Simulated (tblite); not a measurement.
Species: C6H13FGeO.
Numbering: `[CH3:1][CH2:2][O:3][Ge@H:4]1[CH2:5][C@@:6]([CH3:7])([F:8])[CH2:9]1` (hydrogens: H10, H11, H12 on C1; H13, H14 on C2; H15 on Ge4; H16, H17 on C5; H18, H19, H20 on C7; H21, H22 on C9)

Computed with GFN2-xTB (tblite), gas phase: L-BFGS steps from a force-field or distance-geometry start until the largest atomic force falls under 0.01 eV/Å.

Geometry at step 34:
```
atom  x, y, z in Å
C1     -3.7229   -0.1905    0.8103
C2     -2.3735   -0.6407    0.2697
O3     -1.4105   -0.4145    1.2889
Ge4     0.3127   -0.1876    1.0698
C5      1.0279   -0.9435   -0.6376
C6      1.7327    0.3891   -0.9237
C7      3.2325    0.3178   -0.7058
F8      1.5287    0.7628   -2.2518
C9      1.0170    1.3703    0.0204
H10    -3.7922    0.8942    0.8105
H11    -4.5479   -0.6010    0.2294
H12    -3.8047   -0.5359    1.8389
H13    -2.4172   -1.7144    0.0569
H14    -2.1354   -0.1183   -0.6689
H15     0.7864   -0.4085    2.4953
H16     1.6637   -1.8126   -0.7662
H17     0.1799   -1.0399   -1.3182
H18     3.4580    0.2904    0.3574
H19     3.6393   -0.5793   -1.1709
H20     3.7075    1.1891   -1.1542
H21     1.6831    2.1042    0.4665
H22     0.2243    1.8881   -0.5185
```

**Question.** What forces act on the atoms?

**Answer.** 
```
atom  Fx (eV/Å)  Fy (eV/Å)  Fz (eV/Å)
  C1     -0.092      0.076      0.044
  C2     -0.174     -0.034      0.047
  O3     -0.044      0.004     -0.105
 Ge4      0.143      0.020      0.078
  C5      0.030      0.009     -0.065
  C6      0.042      0.019     -0.045
  C7      0.083     -0.007      0.025
  F8     -0.044     -0.011     -0.039
  C9     -0.016     -0.012     -0.016
 H10      0.001      0.007      0.010
 H11      0.133      0.032     -0.016
 H12     -0.062     -0.011     -0.040
 H13      0.082     -0.040     -0.016
 H14      0.036      0.003      0.195
 H15     -0.036     -0.088     -0.076
 H16      0.006     -0.071      0.117
 H17     -0.007     -0.061     -0.055
 H18     -0.054     -0.009      0.010
 H19      0.002      0.077     -0.045
 H20     -0.013     -0.010      0.063
 H21     -0.064      0.023     -0.050
 H22      0.047      0.085     -0.020
```

The largest, 0.20 eV/Å, acts on H14; the rms over all components is 0.062 eV/Å. The forces sum to zero within rounding, as they must for an isolated molecule in no field.

**Question.** Give the force on H14 in Eh/bohr and in nN.

**Answer.** 0.198 eV/Å ÷ 51.422 = 0.00386 Eh/bohr, and 0.198 eV/Å × 1.602 = 0.32 nN.

**Question.** How far is this geometry from the end of the optimisation?

**Answer.** 0.100 eV above it, and 0.335 Å rms away after alignment. The bonds farthest from their final lengths, with half the difference of the two atoms' forces along the bond (positive lengthens):

```tsv
bond	now (Å)	final (Å)	force along bond (eV/Å)
Ge4–H15	1.518	1.511	-0.09
Ge4–C5	2.000	2.006	+0.04
O3–Ge4	1.752	1.757	+0.08
C5–C6	1.534	1.539	+0.01
C2–H14	1.100	1.096	-0.03
C2–O3	1.420	1.417	-0.01
```

The angle farthest from its final value is C5–Ge4–H15, 129.4° against 123.4°.

What follows is the cost of the whole relaxation. The run took 3.7 s of wall time on an Intel Xeon at 2.50 GHz with one thread, on a shared host.
